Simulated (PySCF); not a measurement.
Working out the ionisation energy of Kr

Kr [Kr] (1S) → Kr⁺ [Ar] 3d10 4s2 4p5 (2P). Computed with PySCF 2.14 in ANO-RCC-VTZP, with the spin-free X2C one-electron Hamiltonian (Gaussian nucleus). Frozen: [Ne]. Energies in hartree (1 hartree = 27.21139 eV):

| part | Kr (lower) | Kr⁺ (upper) |
| --- | --- | --- |
| UHF | -2788.178567 | -2787.699133 |
| MP2 opposite-spin | -0.192177 | -0.168095 |
| MP2 same-spin | -0.083317 | -0.070268 |

Q: What does Hartree-Fock give?

A: (-2787.699133) − (-2788.178567) = 0.479434 hartree = 13.046 eV.

Q: What do MP2 and SCS-MP2 (6/5 opposite-spin, 1/3 same-spin) give?

A: The opposite-spin parts differ by 0.655 eV and the same-spin parts by 0.355 eV. MP2: 13.046 + (0.655) + (0.355) = 14.056 eV. SCS-MP2: 13.046 + 1.2 × (0.655) + (0.355)/3 = 13.950 eV.

Measured between the centres of the two terms (NIST): 14.222 eV, so MP2 (valence and next inner shell) is off by -0.166 eV.

What remains against the reference includes basis incompleteness, the frozen core and correlation beyond second order.
